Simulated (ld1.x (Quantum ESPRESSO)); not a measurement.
# Before and after: TM potential for calcium (Ca)

calcium, norm-conserving Troullier–Martins (Kleinman–Bylander form), made with ld1.x (Quantum ESPRESSO) 7.5 (PBE, scalar-relativistic). Core [Ar], reference 3d0 4s2 4p0. Waves: 4p (bound, empty): rc 3.70 bohr; 3d (bound, empty): rc 2.25 bohr; 4s (bound): rc 2.80 bohr. Local part: the s channel. Core correction: none.

Change: wave 4s (bound): rc 2.80 bohr becomes 4s (bound): rc 3.68 bohr.

Cutoffs: the cutoffs (Ry, on a coarse ladder) from which the occupation-weighted sum of valence levels, in a spherical-Bessel basis at the reference potential, stays within 10 and 1 mRy of its value at 400 Ry; they do not see the model core or the augmentation charge, which bear on the density cutoff. Errors are all-electron minus pseudo energies relative to the spin-unpolarised reference configuration.

Problem. How do hardness, ghosts and transferability respond?

Solution. Both files are very soft, the changed one slightly softer (loose and tight cutoff 6 and 10 Ry → 6 and 8 Ry on this coarse ladder); of the 7 tests that both files solve, the error grows in 0 and shrinks in 3 by more than 15 % and 0.3 meV (median size 61.3 → 59.6 meV); neither file shows a bound ghost at the reference potential, the only one tested. That the errors move this way runs against the usual rule that smaller radii transfer better.

```csv
quantity,base,changed
"cutoff, loose",6 Ry,6 Ry
"cutoff, tight",10 Ry,8 Ry
bound ghosts,none,none
"error for 3d0 4s1 4p0, meV [ΔE 6.31 eV]",+6.6,+6.4
"error for 3d0 4s1.5 4p0, meV [ΔE 2.50 eV]",-0.1,0.0
"error for 3d0 4s1 4p1, meV [ΔE 2.42 eV]",+11,+9.9
"error for 3d1 4s1 4p0, meV [ΔE 2.28 eV]",+1007,+795
"error for 3d0 4s0 4p2, meV [ΔE 4.95 eV]",+61,+60
"error for 3d0.5 4s1.5 4p0, meV [ΔE 1.05 eV]",+480,+367
"error for 3d1 4s0 4p0, meV [ΔE 7.69 eV]",+1527,+1255
s: phases at 4.00 bohr within 0.05 rad from the reference energy up to (Ry; the scan ends near 5),1.0,0.9
p: phases at 4.00 bohr within 0.05 rad from the reference energy up to (Ry; the scan ends near 5),1.7,1.6
d: phases at 4.00 bohr within 0.05 rad from the reference energy up to (Ry; the scan ends near 5),0.3,0.3
```

Base: The cutoffs count occupied waves only; the empty 3d level needs 35 Ry at the loose tolerance. These tests converged, but a pseudo level misses the all-electron one widely, so the file describes the atom poorly there or has found another state: 3d0.5 4s1.5 4p0: 3d by 1.0 eV. Changed file: The cutoffs count occupied waves only; the empty 3d level needs 35 Ry at the loose tolerance.
